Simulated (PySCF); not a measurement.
# Working out the ionisation energy of Ir²⁺

Ir²⁺ [Xe] 4f14 5d7 (4F) → Ir³⁺ [Xe] 4f14 5d6 (5D). All numbers are calculated (PySCF 2.14, scalar relativity by spin-free X2C-1e, in x2c-TZVPPall (11s7p7d3f1g, 97 functions)). Frozen: [Xe] 4f14. Energies in hartree (1 hartree = 27.21139 eV):

```json
{"part": "UHF", "Ir²⁺ (lower)": "-17823.089318", "Ir³⁺ (upper)": "-17822.079438"}
{"part": "CCSD correlation", "Ir²⁺ (lower)": "-0.139534", "Ir³⁺ (upper)": "-0.094589"}
{"part": "(T)", "Ir²⁺ (lower)": "-0.003778", "Ir³⁺ (upper)": "-0.001659"}
```

Question: What does Hartree-Fock give?

Answer: (-17822.079438) − (-17823.089318) = 1.009880 hartree = 27.480 eV.

Question: What do CCSD and CCSD(T) give?

Answer: The CCSD correlation energies differ by 0.044945 hartree = 1.223 eV and the triples by 0.002119 hartree = 0.058 eV, so CCSD gives 28.703 eV and CCSD(T) 28.761 eV.

A first-order spin-orbit estimate adds 0.217 eV to CCSD(T) (valence), giving 28.978 eV against 28 ± 1.6 eV (theoretical estimate listed by NIST; NIST Atomic Spectra Database, ionization energies).

What remains against the reference includes basis incompleteness, the frozen core and higher excitations.
